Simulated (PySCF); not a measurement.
Species: C₅H₄O₃.
Geometry (CAM-B3LYP/def2-SV(P), Å), atoms numbered from 1 in this order:
```xyz
12
C5H4O3 angstrom
C      2.0107   -0.1545    0.4769
O      0.9400   -0.9460   -0.0172
C     -0.2171   -0.3608   -0.1497
C     -0.7326    0.8852    0.0703
C     -2.0952    0.5047   -0.3925
O     -3.1504    1.0467   -0.5150
C     -1.5288   -0.9330   -0.6520
O     -1.9029   -1.9878   -1.0495
H      2.8988   -0.8000    0.4950
H      1.7852    0.2015    1.4968
H      2.1886    0.7087   -0.1873
H     -0.3211    1.8227    0.4407
```

Method: CAM-B3LYP/def2-SV(P) geometry optimisation, gas phase in PySCF.

Take the most abundant isotopes and a rigid rotor. The values belong to one conformer with, in the numbering `[CH3:1][O:2][c:3]1[cH:4][c:5](=[O:6])[c:7]1=[O:8]`, C1–O2–C3–C4 0°.

**Question.** Give the principal moments of inertia and the rotational constants in MHz.

**Answer.** Ia = 122.48, Ib = 333.59, Ic = 452.79 u·Å²; 505379 MHz·u·Å²/I gives A = 4126, B = 1515, C = 1116 MHz.

**Question.** What kind of rotor is it?

**Answer.** An asymmetric top. Ray's parameter κ = (2B − A − C)/(A − C) = -0.735; −1 is the prolate and +1 the oblate limit.

**Question.** Is it planar, by Δ = Ic − Ia − Ib?

**Answer.** Not planar: Δ = Ic − Ia − Ib = -3.28 u·Å². For a rigid frame Δ = −2 Σ m c², so Σ m c² = 1.64 u·Å² lies off the ab plane, practically all of it from hydrogen. The atom farthest from that plane is 0.91 Å away.

**Question.** Give the other two planar moments, Paa and Pbb, and the rms extents of the mass along the axes.

**Answer.** Paa = Σ m a² = (Ib + Ic − Ia)/2 = 331.95 and Pbb = Σ m b² = (Ia + Ic − Ib)/2 = 120.84 u·Å². With the mass M = 112.02 u, the rms extents √(P/M) along a, b and c are 1.72, 1.04, 0.12 Å.

**Question.** Which lines would a microwave search look for?

**Answer.** The dipole components are |μa| = 5.70 D, |μb| = 2.72 D, |μc| = 0.00 D; the mirror of this Cs structure is the ab plane, so μc vanishes by symmetry and there are no c-type lines. The squared components, which scale the intensities, stand as 1.00 : 0.23 (a : b). Some lines, for components of 0.1 D or more:

```json
{"type": "a", "branch": "Q", "J(Ka,Kc)": "5(2,3) ← 5(2,4)", "MHz": "1336", "lower level (cm⁻¹)": "1.687"}
{"type": "a", "branch": "Q", "J(Ka,Kc)": "3(1,2) ← 3(1,3)", "MHz": "2390", "lower level (cm⁻¹)": "0.580"}
{"type": "b", "branch": "R", "J(Ka,Kc)": "2(0,2) ← 1(1,1)", "MHz": "2609", "lower level (cm⁻¹)": "0.175"}
{"type": "a", "branch": "R", "J(Ka,Kc)": "1(0,1) ← 0(0,0)", "MHz": "2631", "lower level (cm⁻¹)": "0.000"}
{"type": "b", "branch": "Q", "J(Ka,Kc)": "2(1,1) ← 2(0,2)", "MHz": "3451", "lower level (cm⁻¹)": "0.262"}
{"type": "b", "branch": "Q", "J(Ka,Kc)": "3(1,2) ← 3(0,3)", "MHz": "4187", "lower level (cm⁻¹)": "0.520"}
{"type": "b", "branch": "R", "J(Ka,Kc)": "1(1,1) ← 0(0,0)", "MHz": "5242", "lower level (cm⁻¹)": "0.000"}
{"type": "b", "branch": "R", "J(Ka,Kc)": "3(0,3) ← 2(1,2)", "MHz": "5473", "lower level (cm⁻¹)": "0.337"}
{"type": "a", "branch": "R", "J(Ka,Kc)": "2(1,1) ← 1(1,0)", "MHz": "5661", "lower level (cm⁻¹)": "0.188"}
{"type": "a", "branch": "Q", "J(Ka,Kc)": "5(1,4) ← 5(1,5)", "MHz": "5905", "lower level (cm⁻¹)": "1.302"}
{"type": "b", "branch": "Q", "J(Ka,Kc)": "5(2,3) ← 5(1,4)", "MHz": "6987", "lower level (cm⁻¹)": "1.499"}
{"type": "b", "branch": "R", "J(Ka,Kc)": "5(1,4) ← 4(2,3)", "MHz": "7410", "lower level (cm⁻¹)": "1.252"}
{"type": "a", "branch": "R", "J(Ka,Kc)": "3(2,1) ← 2(2,0)", "MHz": "8059", "lower level (cm⁻¹)": "0.640"}
{"type": "b", "branch": "R", "J(Ka,Kc)": "4(0,4) ← 3(1,3)", "MHz": "8330", "lower level (cm⁻¹)": "0.580"}
{"type": "b", "branch": "R", "J(Ka,Kc)": "3(1,3) ← 2(0,2)", "MHz": "9525", "lower level (cm⁻¹)": "0.262"}
{"type": "b", "branch": "Q", "J(Ka,Kc)": "4(2,3) ← 4(1,4)", "MHz": "10495", "lower level (cm⁻¹)": "0.901"}
{"type": "b", "branch": "R", "J(Ka,Kc)": "5(0,5) ← 4(1,4)", "MHz": "11103", "lower level (cm⁻¹)": "0.901"}
{"type": "b", "branch": "R", "J(Ka,Kc)": "4(1,4) ← 3(0,3)", "MHz": "11447", "lower level (cm⁻¹)": "0.520"}
{"type": "b", "branch": "Q", "J(Ka,Kc)": "4(3,1) ← 4(2,2)", "MHz": "13602", "lower level (cm⁻¹)": "1.272"}
{"type": "b", "branch": "R", "J(Ka,Kc)": "2(2,0) ← 1(1,1)", "MHz": "13936", "lower level (cm⁻¹)": "0.175"}
{"type": "b", "branch": "Q", "J(Ka,Kc)": "5(3,3) ← 5(2,4)", "MHz": "14400", "lower level (cm⁻¹)": "1.687"}
{"type": "b", "branch": "Q", "J(Ka,Kc)": "4(4,0) ← 4(3,1)", "MHz": "19586", "lower level (cm⁻¹)": "1.725"}
{"type": "b", "branch": "R", "J(Ka,Kc)": "4(3,1) ← 3(2,2)", "MHz": "24699", "lower level (cm⁻¹)": "0.902"}
{"type": "b", "branch": "R", "J(Ka,Kc)": "5(2,3) ← 4(1,4)", "MHz": "24892", "lower level (cm⁻¹)": "0.901"}
{"type": "b", "branch": "Q", "J(Ka,Kc)": "5(5,0) ← 5(4,1)", "MHz": "25207", "lower level (cm⁻¹)": "2.821"}
{"type": "b", "branch": "R", "J(Ka,Kc)": "5(3,3) ← 4(2,2)", "MHz": "26856", "lower level (cm⁻¹)": "1.272"}
{"type": "b", "branch": "R", "J(Ka,Kc)": "5(5,0) ← 4(4,1)", "MHz": "38458", "lower level (cm⁻¹)": "2.379"}
```

**Question.** Estimate the classical rotational partition function at 25 K, 50 K and 200 K.

**Answer.** Point group Cs, symmetry number σ = 1; q = (√π/σ)·√((kT/h)³/(ABC)), k/h = 20836.6 MHz/K: 7980 at 25 K, 22600 at 50 K, 181000 at 200 K.

Not checked by CAM-B3LYP/def2-SV(P) frequencies. These are rigid-rotor constants of the computed structure; measured ground-state constants (B0) also hold zero-point vibration. A rigid rotor knows nothing of internal rotation, which can split or shift real lines.

Time: 47 s of wall time; peak memory 0.57 GiB. Hardware: one thread of an Arm Neoverse V1, no GPU, shared host. This is the geometry optimisation.
